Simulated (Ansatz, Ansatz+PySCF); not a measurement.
```
atom    x (Å)    y (Å)    z (Å)
   C   1.0060   0.7753   0.5767
   C  -0.2060   0.5969   1.2439
   C  -1.2120  -0.1784   0.6671
   C  -1.0060  -0.7753  -0.5767
   C   0.2060  -0.5969  -1.2439
   C   1.2120   0.1784  -0.6671
   H   1.7943   1.3828   1.0287
   H  -0.3674   1.0645   2.2185
   H  -2.1617  -0.3183   1.1898
   H  -1.7943  -1.3828  -1.0287
   H   0.3674  -1.0645  -2.2185
   H   2.1617   0.3183  -1.1898
```

Basis set: def2-SVP (spherical functions). Left uncorrelated: 6 orbitals. Charge 0, multiplicity 3.

Computed with Ansatz (development build ahead of 0.2.0); each method stands on the lowest determinant of its kind that the runs found.

Q: Give the atomization energy at this shape (free ground-state atoms in the same class of orbitals less the molecule, no zero-point energy) of triplet C₆H₆ by UHF-MP2, UHF.

A:

```
 method  atomization energy
UHF-MP2       5120.2 kJ/mol
    UHF       4055.4 kJ/mol
```

Caution: another spin multiplicity may lie lower; the determinant breaks the point group; the unrestricted determinant is spin contaminated.
